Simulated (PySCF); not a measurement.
Choosing a molecule for a target property.

All species are isolated and taken at one optimised geometry, non-relativistic unless stated. Electronic properties by PySCF.

Dipoles, sizes and rotational constants follow the conformer. The torsions of the flexible species, by atom-mapped SMILES:
- `[CH3:1][C:2](=[O:3])[SiH2:4][C:5](=[O:6])[OH:7]`: C1–C2–Si4–C5 -58°, C2–Si4–C5–O6 39°, H–O7–C5–Si4 180°
- `[CH2:1]=[CH:2]/[CH:3]=[CH:4]\[CH2:5][F:6]`: C1–C2–C3–C4 180°, C3–C4–C5–F6 -179°
- `[N:1]#[C:2][c:3]1[cH:4][o:5][c:6]([C:7](=[O:8])[F:9])[cH:10]1`: O5–C6–C7–O8 0°
- `[SiH3:1][O:2][C:3]1=[CH:4][CH:5]=[CH:6][SiH2:7]1`: Si1–O2–C3–C4 180°
- `[CH3:1][NH:2]/[N:3]=[C:4](/[CH3:5])[C:6]([F:7])([F:8])[F:9]`: C1–N2–N3–C4 -173°, N3–C4–C6–F7 -114°
- `[SH:1][c:2]1[cH:3][s:4][c:5]([SH:6])[cH:7]1`: H–S1–C2–C3 180°, H–S6–C5–S4 180°

Question: Wanted: HOMO energy between -8.3 eV and -7.7 eV (CAM-B3LYP/def2-SVPD) and dipole moment above 1.7 D (CAM-B3LYP/def2-SVPD), at GFN2-xTB geometries. Which candidate meets both?
A. `[SiH3]OC1=CC=C[SiH2]1`
B. `C=C/C=C\CF`
C. `N#Cc1coc(C(=O)F)c1`
D. `C=C1CC(F)C1`
E. `C(C)(=O)[SiH2]C(O)=O`

Answer: B. Computed values:
| species | HOMO energy | dipole moment |
| --- | --- | --- |
| N#Cc1coc(C(=O)F)c1 | -9.62 eV | 1.15 D |
| C=C1CC(F)C1 | -8.74 eV | 1.57 D |
| C(C)(=O)[SiH2]C(O)=O | -8.52 eV | 2.48 D |
| C=C/C=C\CF | -8.12 eV | 1.93 D |
| [SiH3]OC1=CC=C[SiH2]1 | -7.32 eV | 0.62 D |

Question: Wanted: smallest rotational constant above 1.2 GHz (GFN2-xTB) and lowest triplet excitation (Tamm–Dancoff) above 3.4 eV (TDA CAM-B3LYP/def2-SVPD), at GFN2-xTB geometries. Which candidate meets both?
A. `C=C1CC(F)C1`
B. `C=C/C=C\CF`
C. `Sc1csc(S)c1`
D. `CC(=O)[SiH2]C(=O)O`
E. `CN/N=C(/C)C(F)(F)F`

Answer: A. Computed values:
```csv
species,smallest rotational constant,lowest triplet excitation (Tamm–Dancoff)
Sc1csc(S)c1,0.690 GHz,3.28 eV
CN/N=C(/C)C(F)(F)F,0.896 GHz,3.54 eV
CC(=O)[SiH2]C(=O)O,1.138 GHz,2.91 eV
C=C/C=C\CF,1.338 GHz,3.12 eV
C=C1CC(F)C1,2.108 GHz,4.29 eV
```

Question: Wanted: electronic spatial extent ⟨r²⟩ about the centre of nuclear charge between 800 bohr² and 1300 bohr² (CAM-B3LYP/def2-SVPD) and HOMO–LUMO gap above 7.3 eV (CAM-B3LYP/def2-SVPD), at GFN2-xTB geometries. Which candidate meets both?
A. `[SiH3]OC1=CC=C[SiH2]1`
B. `C(#N)c1coc(C(F)=O)c1`
C. `C=C1CC(F)C1`
D. `Sc1csc(S)c1`
E. `CC(=O)[SiH2]C(=O)O`
F. `CN/N=C(/C)C(F)(F)F`

Answer: E. Computed values:
```
              species  electronic spatial extent ⟨r²⟩ about the centre of nuclear charge  HOMO–LUMO gap
          C=C1CC(F)C1                                                          589 bohr²        9.74 eV
   CC(=O)[SiH2]C(=O)O                                                         1038 bohr²        8.14 eV
[SiH3]OC1=CC=C[SiH2]1                                                         1269 bohr²        7.10 eV
   CN/N=C(/C)C(F)(F)F                                                         1315 bohr²        8.67 eV
          Sc1csc(S)c1                                                         1505 bohr²        7.55 eV
 C(#N)c1coc(C(F)=O)c1                                                         1582 bohr²        8.02 eV
```

Question: Wanted: lowest singlet excitation between 4.4 eV and 6 eV (TDDFT CAM-B3LYP/def2-SVPD) and static isotropic polarisability below 103 au (CAM-B3LYP/def2-SVPD), at GFN2-xTB geometries. Which candidate meets both?
A. `Sc1csc(S)c1`
B. `CC(=O)[SiH2]C(=O)O`
C. `[SiH3]OC1=CC=C[SiH2]1`
D. `C=C1CC(F)C1`
E. `N#CC1=COC(C(=O)F)=C1`

Answer: E. Computed values:
```
              species  lowest singlet excitation  static isotropic polarisability
   CC(=O)[SiH2]C(=O)O                    3.55 eV                          73.5 au
[SiH3]OC1=CC=C[SiH2]1                    3.96 eV                          99.4 au
          Sc1csc(S)c1                    4.78 eV                         106.7 au
 N#CC1=COC(C(=O)F)=C1                    5.34 eV                          81.0 au
          C=C1CC(F)C1                    6.93 eV                          58.6 au
```
